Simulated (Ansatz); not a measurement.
```yaml
crystal:
  periodic: [false, false, false]
  atoms:
    - {symbol: C, position_ang: [-1.021995, 0.288042, 1.274617]}
    - {symbol: C, position_ang: [-0.279691, 0.072561, 0.349529]}
    - {symbol: B, position_ang: [0.647786, -0.196681, -0.806273]}
    - {symbol: Cl, position_ang: [0.825421, -1.813925, -1.428405]}
    - {symbol: Cl, position_ang: [1.548872, 1.107420, -1.528382]}
    - {symbol: H, position_ang: [-1.678393, 0.478581, 2.092613]}
basis:
  gaussian: {orbitals: cc-pVDZ}
total_charge: 1
magnetization: {spin_polarized: true, initial_magnetization: 1}
hamiltonian: {xc: {name: B3LYP}, pseudopotentials: {relativity: none}}
accuracy: high
output: {forces: true}
```

```sh
$ ansatz run in.yaml --threads 4 --pin off --events-out ev --progress --plain --max-ram 10444MiB
```

Output, abridged:

```
Functional definition: B3LYP
1800 factors; integrals over basis functions are off by at most 3.3e-9 eV
mean field evaluation 1: about -27795.1602 eV, gradient 3.5e1 eV
mean field evaluation 2: about -27779.2713 eV, gradient 5.9e1 eV
mean field evaluation 4: about -27801.1887 eV, gradient 1.6e1 eV
mean field evaluation 8: about -27802.8866 eV, gradient 7.4e-1 eV
mean field evaluation 16: about -27803.0605 eV, gradient 7.5e-3 eV
mean field evaluation 32: about -27803.0605 eV, gradient 3.2e-7 eV
mean field -27803.06046753 eV, -1021.7436265904 hartree, gradient 4.9e-8 eV, S^2 0.754305; 4 other end points of the search recorded, 0 dependent functions left out
reference -27803.06050615 eV, -1021.7436280099 hartree; 26, 25 occupied and 57, 58 virtual orbitals, 1800 factors
Total energy: -27803.06050615 eV, -1021.7436280099 hartree
Atom 0 at    -1.021995     0.288042     1.274617 Å, force    -2.019281     0.586166     2.516403 eV/Å
Atom 1 at    -0.279691     0.072561     0.349529 Å, force     2.293486    -0.665788    -2.858163 eV/Å
Atom 2 at     0.647786    -0.196681    -0.806273 Å, force     0.295515    -0.085796    -0.368227 eV/Å
Atom 3 at     0.825421    -1.813925    -1.428405 Å, force    -0.079770     0.004440     0.094594 eV/Å
Atom 4 at     1.548872     1.107420    -1.528382 Å, force    -0.071100     0.039384     0.093378 eV/Å
Atom 5 at    -1.678393     0.478581     2.092613 Å, force    -0.418851     0.121593     0.522016 eV/Å
Dipole moment:    -0.621004     0.180272     0.773887 e Å
```

It took 6 s on 4 threads of an Intel Xeon Platinum 8259CL on a shared host, with 0.42 GiB of host memory at the peak.
